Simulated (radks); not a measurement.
Question: The table gives one normalised radial function P(r) = r R(r) of Dy2+ in [Xe] 4f8 6s1 6p1 (r in bohr). All-electron calculation, scalar-relativistic Kohn-Sham, PBEsol, spin-polarised, spherical densities, finite nucleus; open shells are filled with parallel spins first (spin-orbit coupling, left out, can overturn this in heavy ions); Fermi nuclear charge, rms radius 5.2218 fm. Program: a radial shooting solver on a logarithmic mesh with Libxc functionals.

r           P
0.001632   0.0026
0.002211   0.0044
0.002997   0.0074
0.004095   0.0125
0.005549   0.0206
0.007521   0.0337
0.01019    0.0541
0.01381    0.0842
0.01872    0.1253
0.02537    0.1749
0.03439    0.2212
0.0466     0.2385
0.06316    0.1884
0.0856     0.0412
0.1169    -0.1817
0.1585    -0.3366
0.2148    -0.2460
0.2911     0.1229
0.3945     0.4771
0.5347     0.3921
0.7246    -0.1800
0.9821    -0.7885
1.331     -0.9716
1.804     -0.7050
2.464     -0.3145
3.34      -0.0870
4.526     -0.0125
6.134     -0.0007
8.314     0.0000
11.27     0.0000

Which n and l does it have? It may be an empty orbital.

Answer: n = 5, l = 1: the number of nodes gives n - l - 1 = 3, the rise at small r (about r^(l+1), flatter next to the nucleus through relativity) gives l, and the extent must fit the shell. The curve is that of 5p up; the table hardly tells the two spins apart. 5p up: eigenvalue -52.906 eV, 3 radial nodes at r = 0.0911, 0.267, 0.668 bohr, <r> = 1.43 bohr, 90 % of the charge inside 2.08 bohr.
